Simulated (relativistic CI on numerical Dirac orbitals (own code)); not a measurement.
# Rh+: 4d valence photoemission

Computed with this model: Dirac-Coulomb-Breit CI, separate exchange-only KLI orbitals for each configuration, model QED, multiplet model of photoemission in the sudden approximation, unscaled Slater integrals; configurations [Kr] 4d8 → [Kr] 4d7; 80 K; Lorentzian 0.3 eV and Gaussian 0.5 eV FWHM. Energies are those of the free ion, without screening or charge transfer. The energies are binding energies and can lie tens of eV above those of solids. S is read from ⟨S²⟩ = S(S + 1).

Field parameters in Wybourne normalisation: Td as Oh with Dq negative (B⁴₀ = 21Dq, B⁴₄ = √(5/14) B⁴₀). The field is a parameter set, without covalency.

free ion: ground-state S = 1.00, centroid 17.58 eV. Peaks (eV, height): 16.2 (100), 18.1 (85), 18.6 (75), 20.4 (8).

Td, 10Dq = -1550 cm⁻¹: ground-state S = 1.00, centroid 17.60 eV. Peaks (eV, height): 16.3 (100), 18.1 (94), 20.5 (7).

Td, 10Dq = -4200 cm⁻¹: ground-state S = 1.00, centroid 17.62 eV. Peaks (eV, height): 16.4 (88), 18.2 (100), 20.7 (7).

Td, 10Dq = -6900 cm⁻¹: ground-state S = 1.00, centroid 17.65 eV. Peaks (eV, height): 15.9 (70), 16.7 (89), 18.0 (100), 18.6 (86), 20.9 (7).

Td, 10Dq = -9600 cm⁻¹: ground-state S = 1.00, centroid 17.68 eV. Peaks (eV, height): 15.7 (52), 16.9 (67), 17.8 (100), 18.9 (50).

Td, 10Dq = -12300 cm⁻¹: ground-state S = 1.00, centroid 17.71 eV. Peaks (eV, height): 15.6 (54), 17.1 (74), 17.8 (100), 19.2 (41).

Strongest unbroadened transitions for Td, 10Dq = -1550 cm⁻¹:

```tsv
Energy (eV)	Relative strength
16.14	80.8
16.28	100.0
16.50	35.6
16.75	6.2
16.82	9.9
18.08	56.6
18.10	91.6
18.20	22.4
18.34	2.9
18.42	3.2
18.68	40.5
18.72	19.3
18.78	8.4
18.82	27.9
19.04	5.0
19.09	6.7
20.58	6.1
22.95	8.2
```
